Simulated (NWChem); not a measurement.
A series in which one site is exchanged, each optimised at PBE0/def2-SVP with NWChem, gas phase unless a solvent is named. All stand in one matching conformer (torsions within 35°), which need not be the lowest. For some, no frequency run checked for a minimum. def2 effective core potentials on In; no spin-orbit coupling.

A: [CH3][GaH][NH2] (CH6GaN; site = Ga)
B: [CH3][InH][NH2] (CH₆InN; site = In)
C: [CH3][AlH][NH2] (CH₆AlN; site = Al)
D: CBN (CH$_{6}$BN; site = B)

Q: Rank them by orbital gap (eV), PBE0/def2-SVP, lowest first.

A: B (5.96), A (6.95), C (7.25), D (9.29)
